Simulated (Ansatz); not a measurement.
Reaction (SMILES): C[SiH](C)[SiH3] → C[Si-](C)[SiH3] + H+
Structures are relaxed separately at B3LYP-D3(BJ)/def2-TZVP in Ansatz (a program for electronic structure).

Wanted: gas-phase deprotonation energy (electronic energy difference), in kcal/mol. Correlated levels leave the core frozen unless marked. Spin-orbit coupling is left out. Non-relativistic. Anions need diffuse functions: aug- sets have them; def2-D sets add few; the other sets have none. CBS marks a two-point X^-3 extrapolation of the correlation energy; Hartree-Fock from the larger set.

```
level      program  gas-phase deprotonation energy (kcal/mol)
---------  -------  -----------------------------------------
HF/STO-3G   Ansatz                                      488.7
```

### Question
Predict the CCSD(T)/CBS(aug-cc-pV(T+d)Z,aug-cc-pV(Q+d)Z) result (Ansatz).

### Answer
378.2 kcal/mol, so HF/STO-3G differs from it by 110.5 kcal/mol.
